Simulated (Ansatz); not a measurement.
The cluster CrCl3. Charge 0, multiplicity 6. Geometry r2SCAN-D4/def2-SVP; atoms count from 1.

```xyz
4

Cr   -0.131   -0.258   -0.293
Cl   -0.826   -1.629   -1.853
Cl    0.682    1.888    0.152
Cl    0.275   -0.002    1.994
```

In the sextet, Cl3 and Cl4 lie 2.67 Å apart (atoms count from 1), so these atoms are partly bonded to each other. At PBE0-D4/def2-TZVP a quartet of charge 0 lies 1.48 eV below the sextet, each at its own geometry. The structure comes from a short search, and lower isomers may exist.

Question: Estimate the Mulliken populations from the PBE0/def2-TZVP orbitals of Ansatz.

Answer: 
```
atom  charge (e)  spin (α − β)  d electrons
 Cr1        0.74          4.07         4.56
 Cl2       -0.42         -0.03            –
 Cl3       -0.16          0.48            –
 Cl4       -0.16          0.48            –
```
Mulliken values depend strongly on the basis.

Question: Where does the spin sit?

Answer: Summed by element: Cr 4.07, Cl 0.93, of 5 unpaired in all. Largest on single atoms: Cr1 4.07, Cl3 0.48, Cl4 0.48.

Question: And the Mayer bond orders between heavy atoms (over 0.3)?

Answer: Cr1–Cl2 1.04 (2.19 Å); Cr1–Cl3 0.60 (2.34 Å); Cr1–Cl4 0.60 (2.34 Å); Cl3–Cl4 0.44 (2.67 Å).
